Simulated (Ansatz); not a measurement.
Born–Oppenheimer molecular dynamics of H₉N₄OTa (15 atoms, charge 0, multiplicity 1). It starts from a relaxed structure.

Theory: Ansatz, RHF/def2-SVP.

```json
{
 "ensemble": "NVT, Nosé–Hoover chain",
 "time step": "0.5 fs",
 "steps asked": "100",
 "set temperature": "300 K",
 "thermostat": "time constant 50 fs, chain length 5",
 "temperature schedule": "25 steps to 300 K, then 75 steps to 900 K",
 "seed": "121433"
}
```

Frames 0.5 fs apart, positions in Å, forces in eV/Å.

Velocities at 15 fs (Å/ps):

```
Ta 1.16 0.13 -0.35
O 2.03 -0.84 0.99
H 3.77 -1.80 -1.48
N -3.72 0.47 1.81
H 7.53 3.30 4.78
H -7.23 -6.34 -2.86
N -2.91 1.35 -1.38
H -5.07 6.40 -1.80
H -2.39 0.85 -2.61
N -4.21 0.45 1.51
H -11.55 -0.63 -5.35
H 3.95 -7.11 -6.73
N -5.13 -2.28 2.57
H -0.56 -7.34 -0.27
H -6.59 2.65 1.09
```

```xyz
15
Properties=species:S:1:pos:R:3:forces:R:3 time_fs=15 energy_less_start_eV=0.394 T=70
Ta 0.009 -0.042 -0.014 0.90 1.12 -0.39
O 1.911 -0.063 -0.079 0.66 -0.11 -0.06
H 2.611 -0.113 0.549 0.02 0.03 0.00
N -0.198 -0.055 2.017 -0.07 -1.32 1.05
H -0.225 -0.789 2.732 0.22 0.39 -0.91
H -0.562 0.733 2.478 -0.18 1.20 0.49
N -0.051 0.006 -2.032 -0.72 -0.37 -0.38
H -0.893 -0.051 -2.607 0.91 0.15 0.18
H 0.794 -0.016 -2.575 -0.16 -0.04 -0.25
N -0.952 1.704 0.055 -1.34 0.62 -0.33
H -1.745 1.709 0.693 0.44 0.53 -0.35
H -1.144 2.283 -0.771 0.22 -0.60 1.01
N -1.021 -1.694 0.068 -0.39 -0.54 0.96
H -1.292 -1.980 0.992 -0.30 -0.31 -0.38
H -1.254 -2.337 -0.637 -0.20 -0.73 -0.65
15
Properties=species:S:1:pos:R:3:forces:R:3 time_fs=15.5 energy_less_start_eV=0.385 T=76
Ta 0.009 -0.042 -0.015 0.82 1.07 -0.34
O 1.912 -0.063 -0.078 0.62 -0.11 -0.06
H 2.613 -0.114 0.548 0.03 0.03 0.00
N -0.200 -0.055 2.018 0.00 -1.34 0.93
H -0.221 -0.787 2.734 0.21 0.34 -0.87
H -0.566 0.731 2.478 -0.22 1.28 0.53
N -0.053 0.007 -2.033 -0.68 -0.36 -0.37
H -0.895 -0.048 -2.608 0.90 0.15 0.18
H 0.792 -0.016 -2.576 -0.19 -0.04 -0.24
N -0.954 1.705 0.056 -1.29 0.55 -0.31
H -1.750 1.709 0.690 0.44 0.52 -0.35
H -1.142 2.279 -0.773 0.20 -0.56 0.98
N -1.024 -1.695 0.070 -0.32 -0.47 0.87
H -1.293 -1.984 0.992 -0.32 -0.32 -0.31
H -1.257 -2.336 -0.638 -0.20 -0.72 -0.64
15
Properties=species:S:1:pos:R:3:forces:R:3 time_fs=16 energy_less_start_eV=0.360 T=91
Ta 0.010 -0.042 -0.015 0.74 1.02 -0.29
O 1.913 -0.064 -0.077 0.58 -0.11 -0.07
H 2.615 -0.115 0.548 0.03 0.03 0.01
N -0.202 -0.055 2.019 0.00 -1.14 0.81
H -0.216 -0.784 2.733 0.19 0.23 -0.76
H -0.570 0.732 2.478 -0.19 1.19 0.48
N -0.054 0.007 -2.034 -0.56 -0.35 -0.31
H -0.894 -0.044 -2.608 0.80 0.14 0.13
H 0.790 -0.016 -2.579 -0.20 -0.04 -0.21
N -0.957 1.705 0.057 -1.16 0.41 -0.24
H -1.754 1.711 0.686 0.40 0.52 -0.30
H -1.139 2.273 -0.773 0.15 -0.46 0.85
N -1.027 -1.696 0.071 -0.28 -0.47 0.65
H -1.294 -1.989 0.990 -0.34 -0.33 -0.21
H -1.261 -2.337 -0.639 -0.16 -0.62 -0.54
15
Properties=species:S:1:pos:R:3:forces:R:3 time_fs=16.5 energy_less_start_eV=0.326 T=110
Ta 0.010 -0.042 -0.015 0.66 0.96 -0.23
O 1.914 -0.064 -0.077 0.54 -0.11 -0.08
H 2.617 -0.116 0.547 0.04 0.03 0.02
N -0.204 -0.056 2.021 -0.06 -0.74 0.70
H -0.211 -0.781 2.730 0.17 0.07 -0.58
H -0.575 0.737 2.480 -0.10 0.96 0.36
N -0.056 0.008 -2.035 -0.38 -0.33 -0.22
H -0.892 -0.040 -2.608 0.63 0.13 0.03
H 0.788 -0.015 -2.581 -0.21 -0.04 -0.18
N -0.959 1.706 0.058 -0.98 0.20 -0.11
H -1.758 1.714 0.681 0.31 0.50 -0.22
H -1.136 2.266 -0.770 0.09 -0.28 0.62
N -1.029 -1.698 0.073 -0.26 -0.55 0.35
H -1.296 -1.994 0.988 -0.36 -0.35 -0.11
H -1.266 -2.340 -0.642 -0.09 -0.44 -0.36
15
Properties=species:S:1:pos:R:3:forces:R:3 time_fs=17 energy_less_start_eV=0.295 T=129
Ta 0.011 -0.041 -0.015 0.57 0.91 -0.17
O 1.916 -0.065 -0.077 0.50 -0.11 -0.09
H 2.619 -0.116 0.546 0.05 0.03 0.02
N -0.205 -0.056 2.022 -0.17 -0.20 0.57
H -0.206 -0.777 2.726 0.16 -0.14 -0.34
H -0.580 0.743 2.482 0.04 0.62 0.20
N -0.058 0.008 -2.035 -0.14 -0.31 -0.08
H -0.887 -0.036 -2.608 0.39 0.11 -0.10
H 0.785 -0.015 -2.584 -0.21 -0.04 -0.15
N -0.962 1.706 0.058 -0.74 -0.05 0.06
H -1.760 1.718 0.676 0.18 0.49 -0.10
H -1.133 2.259 -0.767 0.03 -0.06 0.31
N -1.032 -1.699 0.075 -0.26 -0.67 0.02
H -1.299 -2.001 0.986 -0.38 -0.35 -0.01
H -1.270 -2.344 -0.646 -0.01 -0.23 -0.14
15
Properties=species:S:1:pos:R:3:forces:R:3 time_fs=17.5 energy_less_start_eV=0.275 T=141
Ta 0.012 -0.041 -0.015 0.47 0.86 -0.10
O 1.917 -0.065 -0.076 0.46 -0.10 -0.09
H 2.622 -0.117 0.546 0.05 0.03 0.03
N -0.207 -0.057 2.024 -0.29 0.40 0.43
H -0.200 -0.774 2.721 0.14 -0.37 -0.08
H -0.585 0.751 2.485 0.20 0.24 0.01
N -0.060 0.009 -2.036 0.13 -0.29 0.07
H -0.882 -0.031 -2.608 0.11 0.09 -0.25
H 0.782 -0.015 -2.588 -0.20 -0.04 -0.12
N -0.965 1.706 0.059 -0.47 -0.32 0.26
H -1.762 1.723 0.671 0.03 0.47 0.03
H -1.129 2.251 -0.762 -0.05 0.18 -0.05
N -1.035 -1.701 0.076 -0.27 -0.80 -0.31
H -1.303 -2.008 0.984 -0.39 -0.35 0.08
H -1.275 -2.348 -0.651 0.08 0.00 0.09
15
Properties=species:S:1:pos:R:3:forces:R:3 time_fs=18 energy_less_start_eV=0.269 T=145
Ta 0.012 -0.041 -0.015 0.38 0.80 -0.02
O 1.919 -0.066 -0.076 0.42 -0.10 -0.09
H 2.624 -0.117 0.545 0.05 0.03 0.03
N -0.209 -0.057 2.025 -0.41 0.99 0.28
H -0.194 -0.771 2.716 0.12 -0.58 0.17
H -0.590 0.760 2.488 0.35 -0.14 -0.16
N -0.062 0.009 -2.037 0.38 -0.28 0.23
H -0.877 -0.026 -2.609 -0.17 0.08 -0.40
H 0.778 -0.015 -2.592 -0.17 -0.03 -0.10
N -0.968 1.707 0.059 -0.21 -0.59 0.45
H -1.764 1.729 0.665 -0.12 0.45 0.18
H -1.126 2.244 -0.758 -0.11 0.43 -0.41
N -1.038 -1.702 0.078 -0.28 -0.92 -0.59
H -1.308 -2.016 0.982 -0.38 -0.34 0.13
H -1.280 -2.353 -0.655 0.16 0.21 0.30
15
Properties=species:S:1:pos:R:3:forces:R:3 time_fs=18.5 energy_less_start_eV=0.273 T=144
Ta 0.013 -0.041 -0.016 0.27 0.73 0.05
O 1.920 -0.066 -0.075 0.39 -0.10 -0.08
H 2.627 -0.118 0.545 0.04 0.03 0.02
N -0.211 -0.057 2.027 -0.51 1.48 0.14
H -0.187 -0.770 2.712 0.11 -0.74 0.38
H -0.594 0.768 2.491 0.48 -0.47 -0.30
N -0.063 0.009 -2.038 0.60 -0.26 0.37
H -0.872 -0.021 -2.611 -0.43 0.07 -0.53
H 0.774 -0.016 -2.596 -0.13 -0.03 -0.07
N -0.971 1.707 0.060 0.03 -0.83 0.61
H -1.766 1.737 0.660 -0.27 0.43 0.31
H -1.123 2.238 -0.754 -0.16 0.63 -0.72
N -1.041 -1.704 0.080 -0.29 -1.02 -0.77
H -1.314 -2.025 0.980 -0.37 -0.30 0.14
H -1.284 -2.357 -0.658 0.23 0.37 0.46
15
Properties=species:S:1:pos:R:3:forces:R:3 time_fs=19 energy_less_start_eV=0.277 T=143
Ta 0.013 -0.041 -0.016 0.17 0.66 0.13
O 1.922 -0.067 -0.075 0.35 -0.10 -0.07
H 2.629 -0.118 0.544 0.03 0.03 0.01
N -0.213 -0.057 2.029 -0.57 1.82 0.03
H -0.181 -0.771 2.708 0.09 -0.82 0.52
H -0.596 0.775 2.492 0.57 -0.73 -0.38
N -0.065 0.010 -2.039 0.73 -0.25 0.46
H -0.868 -0.016 -2.614 -0.61 0.07 -0.61
H 0.769 -0.016 -2.600 -0.07 -0.03 -0.05
N -0.974 1.707 0.061 0.21 -0.98 0.69
H -1.769 1.745 0.656 -0.37 0.41 0.41
H -1.120 2.233 -0.753 -0.18 0.76 -0.93
N -1.044 -1.706 0.081 -0.30 -1.08 -0.86
H -1.321 -2.035 0.979 -0.33 -0.25 0.10
H -1.287 -2.360 -0.660 0.27 0.48 0.55
15
Properties=species:S:1:pos:R:3:forces:R:3 time_fs=19.5 energy_less_start_eV=0.272 T=146
Ta 0.014 -0.041 -0.016 0.06 0.58 0.21
O 1.923 -0.067 -0.074 0.32 -0.10 -0.06
H 2.632 -0.118 0.544 0.02 0.03 0.00
N -0.216 -0.057 2.030 -0.57 1.95 -0.04
H -0.174 -0.774 2.706 0.07 -0.80 0.55
H -0.597 0.780 2.493 0.62 -0.89 -0.42
N -0.067 0.010 -2.040 0.77 -0.24 0.48
H -0.866 -0.010 -2.618 -0.70 0.07 -0.61
H 0.765 -0.016 -2.604 -0.01 -0.03 -0.03
N -0.977 1.707 0.062 0.30 -1.03 0.67
H -1.773 1.755 0.653 -0.42 0.39 0.46
H -1.118 2.230 -0.753 -0.18 0.80 -0.99
N -1.047 -1.708 0.082 -0.29 -1.09 -0.84
H -1.328 -2.045 0.978 -0.29 -0.18 0.04
H -1.290 -2.361 -0.661 0.30 0.53 0.58
15
Properties=species:S:1:pos:R:3:forces:R:3 time_fs=20 energy_less_start_eV=0.255 T=157
Ta 0.015 -0.040 -0.016 -0.05 0.50 0.29
O 1.925 -0.068 -0.074 0.28 -0.09 -0.05
H 2.635 -0.119 0.543 0.01 0.03 0.00
N -0.218 -0.056 2.032 -0.53 1.88 -0.07
H -0.167 -0.778 2.705 0.05 -0.66 0.49
H -0.597 0.784 2.493 0.62 -0.94 -0.39
N -0.068 0.010 -2.040 0.69 -0.23 0.42
H -0.865 -0.005 -2.624 -0.68 0.07 -0.54
H 0.760 -0.017 -2.609 0.05 -0.04 -0.02
N -0.980 1.707 0.063 0.31 -0.97 0.54
H -1.778 1.765 0.651 -0.40 0.36 0.47
H -1.116 2.229 -0.756 -0.15 0.73 -0.89
N -1.050 -1.711 0.083 -0.26 -1.05 -0.72
H -1.337 -2.056 0.977 -0.23 -0.09 -0.05
H -1.292 -2.362 -0.661 0.29 0.51 0.52
15
Properties=species:S:1:pos:R:3:forces:R:3 time_fs=20.5 energy_less_start_eV=0.229 T=173
Ta 0.015 -0.040 -0.017 -0.17 0.41 0.38
O 1.927 -0.068 -0.074 0.25 -0.09 -0.05
H 2.638 -0.119 0.543 0.00 0.04 -0.01
N -0.221 -0.055 2.034 -0.43 1.60 -0.07
H -0.159 -0.785 2.705 0.01 -0.44 0.34
H -0.595 0.785 2.492 0.57 -0.89 -0.30
N -0.069 0.010 -2.041 0.53 -0.22 0.28
H -0.866 0.001 -2.631 -0.56 0.07 -0.39
H 0.755 -0.017 -2.613 0.10 -0.04 -0.01
N -0.983 1.707 0.064 0.22 -0.81 0.32
H -1.784 1.776 0.650 -0.31 0.33 0.42
H -1.115 2.230 -0.761 -0.10 0.57 -0.65
N -1.053 -1.714 0.085 -0.21 -0.95 -0.52
H -1.345 -2.067 0.976 -0.17 0.00 -0.14
H -1.294 -2.361 -0.659 0.27 0.43 0.40
```

Of the whole run (50 fs, mean temperature of the second half 177 K): The conserved energy stayed within 0.17 meV per atom of its start (net change 0.16 meV per atom), so the integration is sound. The schedule's set-point averaged 700 K over the second half and the system 177 K, so it lags behind the ramp. A run of 0.05 ps of so small a system gives no equilibrium averages.

Run time: 5.8 min on 2 threads of Arm Neoverse V2, with other jobs on the host, peak memory 0.41 GiB.
